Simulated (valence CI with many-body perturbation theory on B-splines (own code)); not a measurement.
# Rb V in three bases

Calculated by configuration interaction combined with many-body perturbation theory (CI+MBPT): five valence electrons over a frozen Dirac-Fock core [Ar] 3d10, radial functions for each j: 9 s, 9 p, 8 d, 6 f, 3 g, 1 h, with the one-electron correlation potential Σ1, the two-electron term Σ2, the three-electron term Σ3, Breit, model QED; selected CI, second order for the rest, scaled by the run's own slope (own B-spline code, finite nucleus).

Set against measurement, 12 paired levels are off by 145 cm⁻¹ on average, the worst by 235. These come from a selection out of Sansonetti, J. Phys. Chem. Ref. Data 35, 301 (2006). Levels without a partner in it may be off by more. Among the levels kept, up to 2100 cm⁻¹ of a level comes from second order outside the variational space, and about a tenth of that is noise between levels of different J, which matters for small intervals.

The reference run has the lowest level 4s²4p³ ⁴S°_3/2 and an ionisation energy of 68.5118 eV. Its largest variational space holds 20000 state functions.

Names give the largest LS component (configuration and term), which can be under half, so a name can repeat, a term be missing and a line seem to break the LS rules; names also repeat where a configuration has a term twice. Letters in brackets count levels of one name in rising energy.

Changed runs:
A. basis 6 s, 6 p, 5 d, 3 f, 1 g
B. basis 5 s, 5 p, 4 d, 2 f

Excitation energies of the reference run in cm⁻¹, and shifts in cm⁻¹:

| Level | Reference | A | B |
| --- | --- | --- | --- |
| 4s²4p³ ²D°_3/2 | 18755 | +151 | +609 |
| 4s²4p³ ²D°_5/2 | 21182 | +154 | +601 |
| 4s²4p³ ²P°_1/2 | 34947 | +193 | +753 |
| 4s²4p³ ²P°_3/2 | 38450 | +177 | +712 |
| 4s4p⁴ ⁴P_5/2 | 135711 | -21 | +93 |
| 4s4p⁴ ⁴P_3/2 | 140631 | -24 | +82 |
| 4s4p⁴ ⁴P_1/2 | 142775 | -18 | +93 |
| 4s4p⁴ ²D_3/2 | 166921 | +98 | +503 |
| 4s4p⁴ ²D_5/2 | 168129 | +96 | +503 |
| 4s²4p²4d ²P_3/2 [a] | 189867 | +65 | +440 |
| 4s4p⁴ ²P_1/2 | 192045 | +142 | +648 |
| 4s4p⁴ ²S_1/2 | 200259 | +179 | +789 |
| Ionisation energy (eV) | 68.5118 | -0.0194 | -0.0591 |
